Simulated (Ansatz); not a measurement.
System: sum formula Si2N2H8, net charge 0, singlet state. 
Structure (B3LYP-D3(BJ)/def2-TZVP (Ansatz, an electronic-structure program) minimum search):
```xyz
12

N     -1.5628     0.1500     1.1628
Si    -1.1791    -0.3618    -0.4480
Si     1.1313     0.0320    -0.6641
N      1.6528     0.4706     0.9295
H     -2.4916     0.0239     1.5356
H     -1.1507     1.0057     1.5034
H     -1.5239    -1.8019    -0.5579
H     -1.9335     0.3221    -1.5390
H      1.4325     1.1718    -1.5668
H      1.8131    -1.1530    -1.2625
H      2.6048     0.7575     1.0990
H      1.2889    -0.0520     1.7122
```

Quantity: vertical ionisation energy (to the doublet state of charge +1; each state is the SCF solution reached for its spin; for the doublet T1 is 0.063), in eV. Valence correlation only, unless marked. UHF or UKS for open shells. Spin-orbit coupling is left out. No relativistic terms. CBS(X,Y): correlation extrapolated as X^-3; Hartree-Fock from the larger set. The bracket is a focal-point correction in the basis named.

RI-MP2/CBS(aug-cc-pV(T+d)Z,aug-cc-pV(Q+d)Z)+[CCSD(T)-MP2]/aug-cc-pV(T+d)Z (Ansatz) gives 9.75 eV.

Q: Another calculation gave 9.44 eV. Which level was it?
A. r2SCAN/def2-TZVPD (Ansatz)
B. PBE/def2-TZVPD (Ansatz)
C. B3LYP/def2-TZVPD (Ansatz)
D. B2PLYP/def2-TZVPD (Ansatz)

A: D, B2PLYP/def2-TZVPD (Ansatz). The others give 9.03 (B3LYP), 8.77 (r2SCAN), 8.60 (PBE) eV.
